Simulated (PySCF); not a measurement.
F4H2NTa, SMILES [NH2][Ta]([F])([F])([F])[F], multiplicity 1. Coordinates come from a B3LYP-D3(BJ)/def2-SVP optimisation. The multiplicity is an assumed one; no other spin state was optimised. The structure was generated by enumeration; whether it is a known compound was not checked. The def2 effective core potentials stand for the cores of Ta; spin–orbit coupling is left out. Other conformers were not sampled.

Computed with B3LYP-D3(BJ)/def2-SVP run with PySCF.

Harmonic wavenumbers (cm⁻¹): 114, 117, 194, 199, 210, 239, 271, 443, 493, 646, 656, 693, 695, 697, 728, 1487, 3543, 3650. Rotational constants (GHz): 2.507, 2.159, 2.086; symmetry number 2.

Question: Work out the zero-point energy and the ideal-gas rigid-rotor harmonic-oscillator thermochemistry at 298.15 K and 1 atm.

Answer: ZPE = ½ Σ hcν = ½ × 15072 cm⁻¹ = 90.15 kJ/mol. H − E(el) = 113.90 kJ/mol. Entropy in J/(mol K): translation 178.70, rotation 110.32, vibration 82.02, total 371.04. G − E(el) = 3.27 kJ/mol. Cp = 120.13 J/(mol K). Modes under 150 cm⁻¹ make the vibrational entropy uncertain.
